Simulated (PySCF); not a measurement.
# Assignment exercise: C$_{5}$H$_{17}$AlN$_{2}$

Mapped SMILES: `[CH3:1][N:2]([CH3:3])[AlH2-:4][N+:5]([CH3:6])([CH3:7])[CH3:8]` (H(Xn): hydrogen on atom n).

Computational details: KT2/pcSseg-1 with gauge-including orbitals, geometry: PBE0-D3(BJ)/def2-SVP, in PySCF (one averaged value for each set of equivalent atoms, no solvent, one conformer, non-relativistic Hamiltonian).

Scale: ¹³C (σ = 183.22 ppm) and ¹H (σ = 31.18 ppm) vs TMS (reference shieldings calculated alike).

Question: Assign these signals to the numbered atoms. ¹³C{¹H} NMR (computed): δ 46.2 (CH3), 44.9 (CH3).

Answer: 
| δ (ppm) | atoms | environment | reason |
| --- | --- | --- | --- |
| 46.2 | C6/C7/C8 | methyl carbon bonded to N | deshielded by the electronegative neighbour |
| 44.9 | C1/C3 | methyl carbon bonded to N | – |

C6/C7/C8 and C1/C3 lie closer than the usual error of such a calculation, so a measured spectrum could show them in the other order.

Question: Assign these signals to the numbered atoms. ¹H NMR (400 MHz, computed): δ 3.93 (br, 2H), 2.88 (s, 6H), 2.23 (s, 9H).

Answer: 
| δ (ppm) | atoms | environment | reason |
| --- | --- | --- | --- |
| 3.93 | H(Al4) | hydrogen on an aluminium bonded to 2 N | – |
| 2.88 | H(C1)/H(C3) | hydrogen on a methyl carbon bonded to N | its carbon carries N, hence the downfield position |
| 2.23 | H(C6)/H(C7)/H(C8) | hydrogen on a methyl carbon bonded to N | – |

Hydrides on Al or Ga are broadened by the quadrupolar metal nucleus. Shifts are as computed. Against solution values, carbons near 30 ppm lie about +2 ppm off and those near 130 ppm about -5 ppm. Of 1313 compounds with measured shifts, 239 miss one by over three times the rms of a fit or turn the order of signals round; such compounds aren't used in these exercises. No couplings were computed; multiplicities are counted from neighbouring protons, with m where these are inequivalent, close in shift, in a saturated or five-membered ring or joined by F or P, and br s for small geminal =CH2 splittings.
